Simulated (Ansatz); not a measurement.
Consider the formal exchange of groups at a C–Si bond: `OC(F)(F)[SiH3]` + `[SiH3]Cl` → `OC(F)(F)[SiH2]Cl` + SiH₄.

Gas-phase electronic energies from Ansatz, PBE0-D4/def2-TZVP geometries. CCSD(T)/CBS adds triple-zeta CCSD(T) − MP2 to the extrapolated MP2 energy (def2 sets, frozen cores). This one scheme is used for every species. Each species was taken in one conformer, which may not be the lowest.

```json
{"level": "SCS-MP2/def2-TZVPP", "ΔE (kcal/mol)": "-0.1"}
{"level": "CCSD/CBS(def2)", "ΔE (kcal/mol)": "0.1"}
```

(1) What does CCSD(T)/CBS give? (Estimate.)

Largest T1 diagnostic among the species: 0.013.

## Answers

(1) The calculation gave: -0.1 kcal/mol. The listed levels differ from it by 0.0, 0.2 kcal/mol.

In def2-TZVPP, CCSD(T) changes the Hartree–Fock value by −1.1 kcal/mol (the triples alone add −0.2 kcal/mol) and MP2 by −1.1 kcal/mol. The D4 term adds −0.8 kcal/mol with B3LYP and −0.5 kcal/mol with PBE0; it sums over pairs of atoms, weighted by their polarisabilities, and B3LYP, whose exchange is more repulsive, gets the larger term.

B3LYP here is the variant with VWN-RPA as its local correlation; programs differ in this.
